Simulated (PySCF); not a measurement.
# What a mistake does to a calculation on CGeH7N

Calculated results; nothing here was measured. They come from PySCF 2.14.0, an open-source quantum chemistry program, on an isolated molecule that a program drew, which may never have been made. The molecule is CGeH7N (charge 0, singlet), drawn as the SMILES string `[CH3][GeH2][NH2]`.

Each row is a Hartree-Fock (HF) and frozen-core CCSD(T) single point in the cc-pVDZ basis, meant for a local HF minimum. Run 1 is clean. Each other run has one planted mistake out of seven kinds, and not every kind appears here: one electron removed, one electron added, multiplicity raised by two, geometry at a saddle point, minimal basis STO-3G, one bond length entered in bohr, all coordinates scaled. The reference is restricted for singlets and unrestricted otherwise, and also for a bond in bohr. Adding or removing an electron swaps singlet and doublet. Electrons count all cores. HOMO and LUMO are orbital energies over both spins, the gradient is its largest component, and the lowest frequency (negative if imaginary) is given only where the gradient is small. Bond lengths are over the 9 bonds as drawn. T1 is the CCSD diagnostic: over 0.02 (restricted) or 0.045 (unrestricted) a single reference is doubtful. Germanium has the cc-pVDZ-PP basis, with a core potential (ECP10MDF) in place of its 10 inner electrons, and its 3s, 3p and 3d shells are frozen in CCSD(T).

Geometry of the clean run:
```xyz
10
CGeH7N, angstrom
C    -0.1609    0.8723    1.8859
Ge    1.8012    0.9214    1.8921
N     2.5906    0.0593    0.4631
H    -0.5558    1.4001    2.7576
H    -0.5204   -0.1590    1.9162
H    -0.5556    1.3504    0.9863
H     2.2808    2.3773    1.8417
H     2.3299    0.2377    3.1591
H     2.3648    0.4563   -0.4334
H     2.3939   -0.9264    0.4174
```

```
run,electrons,basis functions,<S^2>,HOMO (eV),LUMO (eV),gradient (hartree/bohr),lowest frequency (cm^-1),mean bond (Å),longest bond (Å),T1,HF (hartree),CCSD(T) (hartree),mistake
1,52,86,0.000,-10.35,4.37,2.3e-05,146,1.3518,1.963,0.0093,-389.77897,-390.26085,no fault
2,51,86,0.765,-16.93,-6.05,8.4e-02,-,1.3518,1.963,0.0303,-389.48129,-389.92637,one electron removed
3,53,86,0.757,3.72,9.09,3.6e-02,-,1.3518,1.963,0.0118,-389.62952,-390.13696,one electron added
4,52,86,2.009,-2.73,0.44,6.7e-02,-,1.3518,1.963,0.0208,-389.56636,-390.03221,multiplicity raised by two
5,52,86,0.820,-10.24,2.85,2.0e-02,-,1.4513,1.963,0.0595,-389.65019,-390.12108,?
6,52,86,0.000,-10.50,4.69,1.1e-01,-,1.2315,1.788,0.0079,-389.69271,-390.15962,?
```

**Which mistake was planted in run 5, and what did it cost?**

The mean bond changes by a factor of 1.074 and the longest by 1.000, so the molecule wasn't scaled as a whole. A length L in bohr read as angstrom grows by (1/0.5292 - 1) L = 0.890 L. The 9 bonds together grew by 9 x 0.0995 = 0.896 Å, which gives L = 1.006 Å. That is the length of one of the H-N bonds, 1.006 Å in the clean geometry. So the mistake is: one bond length entered in bohr. Subtracting run 1 and multiplying by 627.51 kcal/mol a hartree, the energy moved by 80.8 kcal/mol in HF and 87.7 kcal/mol in CCSD(T).

**Which mistake was planted in run 6, and what did it cost?**

The mean and the longest bond both change by the same factor, 0.911, and the gradient is no longer small. So the mistake is: all coordinates scaled. Subtracting run 1 and multiplying by 627.51 kcal/mol a hartree, the energy moved by 54.1 kcal/mol in HF and 63.5 kcal/mol in CCSD(T).

Cautions from the logs. Run 3: the HOMO is above zero, so the electron isn't bound and the energy depends on the basis; run 5: T1 is over the limit, so its CCSD(T) energy is less reliable.
